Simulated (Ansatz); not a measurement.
C2H3ClFGa (`F[C]1(Cl)[CH2][GaH]1`) from Hartree–Fock to CCSD(T)

```xyz
8

F     0.4668    1.6484   -1.1460
C     0.3211    0.7467   -0.1495
Cl    1.6662    0.9206    1.0288
C     0.1692   -0.7154   -0.5388
Ga   -1.0834   -0.1470    0.8677
H    -0.3938   -0.7938   -1.4734
H     1.0345   -1.3750   -0.5220
H    -2.1806   -0.2844    1.9331
```

The species carries charge 0 and has multiplicity 1. Correlated methods include outer-core shells of Ga, which these sets cover unevenly. Scalar relativity is left out up to krypton. The geometry is a stationary point of PBE0-D4/def2-TZVP. Frozen core, restricted reference, the Gaussian-basis code of Ansatz.

```tsv
basis	HF (Eh)	MP2 corr.
def2-SVP	-2559.03179	-0.80336
def2-TZVPP	-2559.65360	-0.99780
def2-QZVPP	-2559.71436	-1.31075
```

Question: Estimate the CCSD correlation energy and the (T) correction in each basis where they were run (hartree).

Answer: 
```tsv
basis	CCSD corr.	(T)
def2-SVP	-0.82711	-0.02622
def2-TZVPP	-1.02075	-0.04463
```
